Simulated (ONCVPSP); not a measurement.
## Transferability test, ONCV potential for O (Z = 8)

oxygen (O), optimised norm-conserving Vanderbilt (ONCV), made with ONCVPSP 4.0.1 (PBE, scalar-relativistic). Core [He], reference 2s1.75 2p4.25. Waves: 2s: rc 0.80 bohr, ncon 3, nbas 6, qcut 6.9 1/bohr, 2 projectors, debl 3.6 Ha; 2p: rc 1.90 bohr, ncon 4, nbas 9, qcut 8.5 1/bohr, 3 projectors, debl 1 Ha. Local part: polynomial inside 0.55 bohr (lpopt 1, dvloc0 0 Ha). Core correction: polynomial model core, fcfact 0.35.

Energies are relative to the spin-unpolarised reference configuration 2s1.75 2p4.25; without spin polarisation the order of configurations can differ from experiment.

```tsv
valence configuration	charge	ΔE all-electron (eV)	error AE − PS (meV)
2s2 2p2	+2	46.283	+569
2s1 2p5	0	11.216	+0.5
```

Q: What are ΔE and the potential's error for 2s2 2p3?

A: ΔE = 12.697 eV all-electron; the error (AE − PS) is +94 meV.

Q: What are ΔE and the potential's error for 2s2 2p4?

A: ΔE = -3.734 eV all-electron; the error (AE − PS) is -0.9 meV.

Levels in the configuration 2s2 2p3:

```json
{"level": "2s", "all-electron (eV)": "-39.664", "pseudo (eV)": "-39.589"}
{"level": "2p", "all-electron (eV)": "-24.450", "pseudo (eV)": "-24.230"}
```
